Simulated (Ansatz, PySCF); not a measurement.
Dimer: CH3Cl (SMILES CCl) (first 5 atoms) with C2H6 (SMILES CC); geometry from B3LYP-D3(BJ)/def2-TZVP, rigid monomers moved along the line of their centres of mass till H4···H8 is 4.28 Å.
(charge 0, multiplicity 1):
```xyz
13

C     -0.6717    -0.9111     0.8401
Cl    -0.8430     0.8742     0.7990
H     -0.5880    -1.2688    -0.1815
H      0.2218    -1.1551     1.4063
H     -1.5509    -1.3272     1.3220
C      1.2173     0.1577     6.2921
C     -0.1328    -0.5401     6.4272
H      1.5396     0.2024     5.2503
H      1.9921    -0.3592     6.8619
H      1.1676     1.1852     6.6572
H     -0.8978    -0.0301     5.8393
H     -0.4681    -0.5588     7.4660
H     -0.0828    -1.5754     6.0824
```

Monomers are frozen at their geometry in the pair; levels with a basis set take the counterpoise correction.

Correlated levels freeze the cores.

Run with Ansatz (a program for electronic structure); PySCF for the dispersion terms. 

PBE/def2-TZVPPD gives -2.6 meV for the interaction energy.

Q: Predict the shift from PBE, with its sign, for: PBE-D3(BJ)/def2-TZVPPD, r2SCAN/def2-TZVPPD, PBE0/def2-TZVPPD, wB97M-V/def2-TZVPPD, MP2/aug-cc-pV(D+d)Z, CCSD(T)/aug-cc-pV(D+d)Z.

A: PBE-D3(BJ)/def2-TZVPPD -7.3; r2SCAN/def2-TZVPPD 0.7; PBE0/def2-TZVPPD 0.7; wB97M-V/def2-TZVPPD -5.8; MP2/aug-cc-pV(D+d)Z -5.3; CCSD(T)/aug-cc-pV(D+d)Z -4.9 meV. 2 of 6 lie above PBE; the widest gap is to PBE-D3(BJ)/def2-TZVPPD.
